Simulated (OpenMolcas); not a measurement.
V3+ (d2) in a complex was computed by CASSCF with the d shell active (OpenMolcas, ANO-RCC-VTZP on the metal). Its lowest spin-free states, and all those of the highest spin:

```
2S+1  Degeneracy  E (cm-1)
   3           3       0.0
   3           3     12727
   1           3     14195
   1           2     14560
   3           3     26353
   3           1     27044
   1           1     28529
   1           3     29108
   1           3     32202
   1           2     43214
   1           1     64726
```

Question: Is the site octahedral, tetrahedral or cube-like, axial, or of lower symmetry?

Answer: The states with 2S+1 = 3 have orbital degeneracies 3, 3, 3, 1. Threefold states need a cubic site. For d2 at this spin an octahedron puts the threefold T1 below the threefold T2 and a tetrahedron or cube puts the single A2 below the threefold T2, so the site is octahedral. The run had V3+ with 6 ligands (fluoride) in octahedral coordination (Oh) at 1.95 Å. A charge of +0.5 e stands 2.4 Å behind each ligand. Ligand basis ANO-RCC-VDZP.

An orbital triplet at a regular site is open to Jahn-Teller coupling, which can distort the site and quench the lowest spin-orbit gaps and is left out. Without dynamic correlation the repulsion within the d shell is too large (B by tens of per cent), so at a given field states of lower spin stand too high. Ligand-to-metal charge-transfer states are missing. With no ligand orbital active B as a rule stays too high, so bands that hang on it stand too high and its fall with covalency is understated. With metal d orbitals alone and no dynamic correlation the field as a rule comes out too small, by tens of per cent, by up to half for chloride and softer ligands. No measured value stands beside these numbers; the geometry was imposed, not optimised, and the real ion may take another.
